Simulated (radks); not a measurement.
Values are calculated unless marked as measured or tabulated.
The platinum ion Pt14+, 64 electrons, occupied as [Kr] 4d10 4f14 5s2 5p2. Code: a radial shooting solver on a logarithmic mesh with Libxc functionals. Model: scalar-relativistic Kohn-Sham, PBEsol, spin-polarised, spherical densities, finite nucleus; open shells are filled with parallel spins first (spin-orbit coupling, left out, can overturn this in heavy ions); Fermi nuclear charge, rms radius 5.427 fm.

Normalised radial functions P(r) = r R(r), r in bohr:

r	4f up	4f down
0.0008425	0.0000	0.0000
0.0009576	0.0000	0.0000
0.001097	0.0000	0.0000
0.001257	0.0000	0.0000
0.00144	0.0000	0.0000
0.001637	0.0000	0.0000
0.001875	0.0000	0.0000
0.002148	0.0000	0.0000
0.002461	0.0000	0.0000
0.00282	0.0000	0.0000
0.003205	0.0000	0.0000
0.003672	0.0000	0.0000
0.004207	0.0000	0.0000
0.004819	0.0000	0.0000
0.005477	0.0000	0.0000
0.006275	0.0000	0.0000
0.00719	0.0000	0.0000
0.008237	0.0001	0.0001
0.009437	0.0001	0.0001
0.01073	0.0002	0.0002
0.01229	0.0003	0.0003
0.01408	0.0004	0.0004
0.01613	0.0007	0.0007
0.01833	0.0011	0.0012
0.021	0.0019	0.0019
0.02406	0.0030	0.0030
0.02757	0.0048	0.0048
0.03158	0.0076	0.0077
0.0359	0.0117	0.0117
0.04113	0.0183	0.0183
0.04712	0.0282	0.0283
0.05398	0.0429	0.0431
0.06135	0.0630	0.0632
0.07029	0.0932	0.0936
0.08053	0.1355	0.1361
0.09226	0.1934	0.1941
0.1057	0.2701	0.2711
0.1201	0.3621	0.3635
0.1376	0.4823	0.4841
0.1577	0.6248	0.6272
0.1807	0.7855	0.7885
0.2053	0.9457	0.9493
0.2352	1.1137	1.1177
0.2695	1.2637	1.2681
0.3088	1.3788	1.3834
0.3538	1.4433	1.4478
0.4021	1.4488	1.4530
0.4606	1.3938	1.3973
0.5278	1.2818	1.2840
0.6046	1.1249	1.1250
0.6872	0.9503	0.9478
0.7873	0.7531	0.7477
0.902	0.5606	0.5532
1.033	0.3878	0.3801
1.184	0.2459	0.2396
1.346	0.1459	0.1417
1.542	0.0748	0.0725
1.766	0.0335	0.0324
2.024	0.0128	0.0124
2.3	0.0044	0.0042
2.635	0.0011	0.0011
3.019	0.0002	0.0002

4f up: eigenvalue -343.11 eV, 0 radial nodes, <r> = 0.498 bohr, 90 % of the charge inside 0.792 bohr. 4f down: eigenvalue -342.26 eV, 0 radial nodes, <r> = 0.495 bohr, 90 % of the charge inside 0.787 bohr.
